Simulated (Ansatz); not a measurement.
GeH2MeCl (CH5ClGe), relaxed as a singlet with RKS B3LYP-D4/def2-TZVP in Ansatz, starting from the GFN2-xTB geometry. Force threshold 0.02 eV/Å.

Start:

```xyz
8

Ge   -0.193    0.325    0.820
H    -0.382    1.824    0.890
H     0.771   -0.069    1.915
C     0.383   -0.288   -0.963
H     1.308    0.193   -1.264
H    -0.380   -0.061   -1.704
H     0.541   -1.364   -0.957
Cl   -2.048   -0.559    1.263
```

Question: Estimate the energy that the relaxation releases and the steps that it takes.

Answer: 7.4 kJ/mol, in 4 steps; 21 s on 4 threads of Intel Xeon on a shared host. No frequencies were taken in this run, so the end may be a saddle point.

Question: Does the start keep its bonding and symmetry?

Answer: By distances, no bond broke or formed. The bond that changes most is Ge1–Cl8, from 2.10 to 2.18 Å (atoms count from 1).

Question: Predict the relaxed structure.

Answer: 
```xyz
8

Ge   -0.1630    0.3384    0.8060
H    -0.4026    1.8565    0.8521
H     0.8042   -0.0972    1.9191
C     0.3838   -0.2874   -0.9612
H     1.3222    0.1888   -1.2484
H    -0.3827   -0.0367   -1.6929
H     0.5215   -1.3675   -0.9442
Cl   -2.0834   -0.5948    1.2694
```
Bond lengths: 1 × Cl–Ge 2.18 Å; 1 × C–Ge 1.95 Å; 3 × C–H 1.09 Å; 2 × Ge–H 1.54 Å.
